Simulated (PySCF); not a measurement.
Here is a job for PySCF.
```python
from pyscf import gto, scf, dft
from pyscf.prop import polarizability

mol = gto.M(
    atom='''
Te    0.03476790   -0.01230241    0.35516398
F     0.21534570    1.51210904   -0.96366200
N    -0.40055827   -1.43018672   -0.96097333
H     0.33342615   -1.64745450   -1.61896774
H    -1.27556053   -1.31049445   -1.44978809
''',
    basis='def2-svp',
    ecp={'Te': 'def2-svp'},
    verbose=4,
)

mf = dft.RKS(mol)
mf.xc = 'b3lyp'
mf.kernel()
alpha = mf.Polarizability().polarizability()[2, 2]
print('alpha_zz =', alpha)
```

**Question.** Estimate the HOMO energy that B3LYP/def2-SVP, polarisability run with PySCF returns for this input.

**Answer.** -5.98 eV

**Question.** Give the number of basis functions at the level B3LYP/def2-SVP, polarisability.

**Answer.** 64

**Question.** Estimate the HOMO-LUMO gap that B3LYP/def2-SVP, polarisability returns for this input.

**Answer.** 3.95 eV
